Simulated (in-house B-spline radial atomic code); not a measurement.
Results of a calculation; reference values are marked as such.
# Ti in an electron gas of r_s = 3.3: phase shifts, screening and friction

A nucleus sits in a uniform electron gas with a rigid positive background. The Kohn-Sham equations are solved self-consistently in the spin-unpolarised LDA (PW92), non-relativistic, on B-splines with outgoing waves at the boundary and partial waves to l = 8. The model has no lattice, no bands and no magnetic solution. Atomic units; δ_l are the phase shifts at the Fermi level, counted so that each bound state adds π, and good to about 0.0005. A narrow, partly filled d or f resonance in a thin gas would split by spin, so such rows rest on a solution that is probably unstable.

The density parameter is r_s = 3.3 bohr.

| l | δ_l (rad) |
| --- | --- |
| 0 | 9.5382 |
| 1 | 6.4396 |
| 2 | 1.1848 |
| 3 | -0.0288 |
| 4 | -0.0028 |
| 5 | -0.0003 |
| 6 | -0.0003 |
| 7 | -0.0003 |
| 8 | -0.0003 |

Bound levels below the band bottom (hartree): s -176.9, s -19.04, p -15.87, s -1.866, p -1.036.

Question: Check the Friedel sum rule, and say where the screening charge sits.

Answer: k_F = (9π/4)^(1/3)/r_s = 0.58156. The rule is Z = (2/π) Σ (2l + 1) δ_l. The terms are s 6.072, p 12.299, d 3.771, f -0.128 and -0.027 beyond, in all 21.987 against Z = 22. Bound states hold 6 s, 12 p, 0 d electrons, so the scattering states carry 3.99 in all.

Question: Find the transport cross section and the electronic stopping of a 5 keV Ti ion (mass 47.87 u).

Answer: σ_tr = (4π/k_F²) Σ (l + 1) sin²(δ_l − δ_(l+1)). The terms for l = 0 to 3 are 0.0018, 1.4671, 2.6332, 0.0027, all together 4.1049, so σ_tr = 37.155 × 4.1049 = 152.517 bohr². With n = 3/(4π r_s³) = 0.006643, the friction coefficient is Q = n k_F σ_tr = 0.5892. For v well below v_F = 0.582, dE/dx = Q v; with 24801 eV per u at v = 1, v = √(5000/(24801 × 47.87)) = 0.0649, so dE/dx = 0.03824 hartree/bohr = 19.7 eV/nm. The largest term couples the d and f waves.
